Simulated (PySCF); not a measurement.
Cl⁺: ionisation energy

Cl⁺ [Ne] 3s2 3p4 (3P) → Cl²⁺ [Ne] 3s2 3p3 (4S), as a difference of total energies. All numbers are calculated (PySCF 2.14, the non-relativistic Hamiltonian (point nucleus), in dyall-av2z (13s9p2d, 50 functions)). Correlated levels: valence: [Ne] frozen; virtual orbitals above 40 to 60 times the deepest correlated orbital energy dropped. The calculations carry no spin-orbit coupling.

```tsv
method	ionisation energy (eV)
UHF	22.519
LDA	23.952
PBE	23.804
PBE0	23.790
r2SCAN	23.737
r2SCANh	23.732
revPBE	23.762
B3LYP	23.958
SCS-MP2 (valence)	23.110
```

Question: Estimate what MP2 (valence) gives.

Answer: 23.077 eV, closest to SCS-MP2 (valence) among the rows shown.

Question: Estimate what BP86 gives.

Answer: 23.982 eV, closest to B3LYP among the rows shown.

Errors of the correlated levels include the incompleteness of this basis and the frozen core.

For comparison: 23.771 eV (measured; NIST levels, between the centres of gravity of the two terms).
